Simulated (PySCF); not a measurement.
Cd(NH2)(SiH3) (CdH5NSi), SMILES [NH2][Cd][SiH3].

Geometry: B3LYP-D3(BJ)/def2-SVP. The def2 effective core potentials stand for the cores of Cd; spin–orbit coupling is left out. The values are those of a single conformer.

Level of theory: B3LYP-D3(BJ)/def2-SVP (PySCF 2.14.0).

Frequencies are harmonic and unscaled.

A small imaginary wavenumber (i) marks a very flat motion, where grid noise or a shallow saddle decides the sign.

| mode | ν (cm⁻¹) | IR (km/mol) | moving atoms (share of kinetic energy) |
|---|---|---|---|
| 1 | 25i | 17.0 | H 92 % |
| 2 | 96 | 2.9 | N 44 %, Cd 25 %, H 18 %, Si 14 % |
| 3 | 103 | 0.6 | N 36 %, H 28 %, Cd 23 %, Si 13 % |
| 4 | 287 | 3.5 | Si 70 %, Cd 14 %, H 9 % |
| 5 | 401 | 135.4 | H 70 %, N 25 % |
| 6 | 451 | 5.2 | H 89 %, Si 10 % |
| 7 | 464 | 9.1 | H 89 %, Si 10 % |
| 8 | 574 | 63.8 | N 65 %, H 21 %, Cd 14 % |
| 9 | 691 | 13.7 | H 89 %, N 10 % |
| 10 | 869 | 304.5 | H 91 %, Si 9 % |
| 11 | 949 | 42.4 | H 98 % |
| 12 | 952 | 45.2 | H 98 % |
| 13 | 1525 | 5.0 | H 91 %, N 9 % |
| 14 | 2191 | 83.9 | H 99 % |
| 15 | 2199 | 100.6 | H 96 % |
| 16 | 2200 | 100.6 | H 96 % |
| 17 | 3501 | 1.9 | H 96 % |
| 18 | 3592 | 3.8 | H 92 %, N 8 % |
